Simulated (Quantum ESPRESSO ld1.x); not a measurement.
The numbers below are computed, except where a source is named.
The mean radii <r> (bohr) of the occupied orbitals of an atom or ion are listed with their occupations. Code: ld1.x of Quantum ESPRESSO 7.5. Model: scalar-relativistic Kohn-Sham, LDA (Slater exchange, VWN5 correlation), spin-polarised, spherical densities, point nucleus.

| orbital | occ. | <r> |
|---|---|---|
| 1s up | 1 | 0.05629 |
| 1s down | 1 | 0.05629 |
| 2s up | 1 | 0.2562 |
| 2s down | 1 | 0.2557 |
| 2p up | 3 | 0.2255 |
| 2p down | 3 | 0.2249 |
| 3s up | 1 | 0.7507 |
| 3s down | 1 | 0.7546 |
| 3p up | 3 | 0.7750 |
| 3p down | 3 | 0.7809 |
| 3d up | 4 | 0.8215 |

Name the element and its charge. Open shells, if any, are filled with parallel spins first.

Answer. Z = 27, cobalt, charge +5: Co5+ in [Ar] 3d4. The 1s radius gives Z: for a bare nucleus <r> = (2 gamma + 1)/(2Z) with gamma = sqrt(1 - (Z/c)^2), 0.05483 bohr for Z = 27, and screening makes it slightly larger (0.05629 here). The occupations add up to 22, and the charge is Z minus that.
